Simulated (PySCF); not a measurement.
PySCF input (BP86/6-31G* (5d)):

```python
from pyscf import gto, dft

mol = gto.M(
    atom='''
    C    -1.10027630    0.11721448    0.11355646
    N     0.21721531   -0.02314035   -0.02241819
    C     1.38591868   -0.14764449   -0.14303682
    H    -1.62895613   -0.53962820    0.78765224
    H    -1.60540531    0.88419074   -0.45384278
    ''',
    basis='6-31g*',
    charge=0,
    spin=1,
    verbose=4,
)

mf = dft.UKS(mol, xc='bp86')
mf.grids.level = 3
mf.conv_tol = 1e-9
mf.max_cycle = 100
mf.max_memory = 1500
mf.kernel()
if not mf.converged:
    mf = mf.newton()
    mf.kernel(mf.make_rdm1())
mo, _, stable, _ = mf.stability(return_status=True)
if not stable:
    mf.kernel(mf.make_rdm1(mo, mf.mo_occ))
    stable = mf.stability(return_status=True)[2]
mf.dip_moment()
```

From the last part of the output:

```
  HOMO = -0.203102522345  LUMO = -0.138822333297  gap/eV = 1.74915
cycle= 6 E= -132.047986974013  delta_E= -8.08e-05  |g|= 0.00217  |ddm|= 0.0105
  alpha nocc = 11  HOMO = -0.203656533955533  LUMO = -0.0169797403936958
  beta  nocc = 10  HOMO = -0.254597909164582  LUMO = -0.138742984707727
  HOMO = -0.203656533956  LUMO = -0.138742984708  gap/eV = 1.76639
cycle= 7 E= -132.047990616778  delta_E= -3.64e-06  |g|= 0.00037  |ddm|= 0.00333
  alpha nocc = 11  HOMO = -0.203687301469522  LUMO = -0.0168863928470824
  beta  nocc = 10  HOMO = -0.254469934214243  LUMO = -0.138697334325414
  HOMO = -0.20368730147  LUMO = -0.138697334325  gap/eV = 1.76847
cycle= 8 E= -132.047990784991  delta_E= -1.68e-07  |g|= 0.000139  |ddm|= 0.000835
  alpha nocc = 11  HOMO = -0.203677718720026  LUMO = -0.016889906049455
  beta  nocc = 10  HOMO = -0.254501070258214  LUMO = -0.138690310070385
  HOMO = -0.20367771872  LUMO = -0.13869031007  gap/eV = 1.76840
cycle= 9 E= -132.047990803897  delta_E= -1.89e-08  |g|= 3.37e-05  |ddm|= 0.000291
  alpha nocc = 11  HOMO = -0.203678049703067  LUMO = -0.0168845027984617
  beta  nocc = 10  HOMO = -0.254491843000453  LUMO = -0.138692584506357
  HOMO = -0.203678049703  LUMO = -0.138692584506  gap/eV = 1.76834
cycle= 10 E= -132.047990804952  delta_E= -1.06e-09  |g|= 6.22e-06  |ddm|= 7.1e-05
  alpha nocc = 11  HOMO = -0.203678856807151  LUMO = -0.0168839041976874
  beta  nocc = 10  HOMO = -0.254491136752494  LUMO = -0.138693151670507
  HOMO = -0.203678856807  LUMO = -0.138693151671  gap/eV = 1.76835
cycle= 11 E= -132.04799080499  delta_E= -3.76e-11  |g|= 2.4e-06  |ddm|= 1.25e-05
  alpha nocc = 11  HOMO = -0.203678717152492  LUMO = -0.0168843021365572
  beta  nocc = 10  HOMO = -0.254492313000566  LUMO = -0.138693124124511
  HOMO = -0.203678717152  LUMO = -0.138693124125  gap/eV = 1.76835
Extra cycle  E= -132.047990804972  delta_E= 1.73e-11  |g|= 6.45e-06  |ddm|= 7.67e-06
converged SCF energy = -132.047990804972  <S^2> = 0.75660849  2S+1 = 2.0065976
uhf_internal: lowest eigs of H = [0.20686826 0.31730419 0.32426143]
<class 'pyscf.dft.uks.UKS'> wavefunction is stable in the internal stability analysis
Dipole moment(X, Y, Z, Debye): -3.17131,  0.33785,  0.32730
```

The geometry given is a B3LYP-D3(BJ)/def2-TZVP minimum.
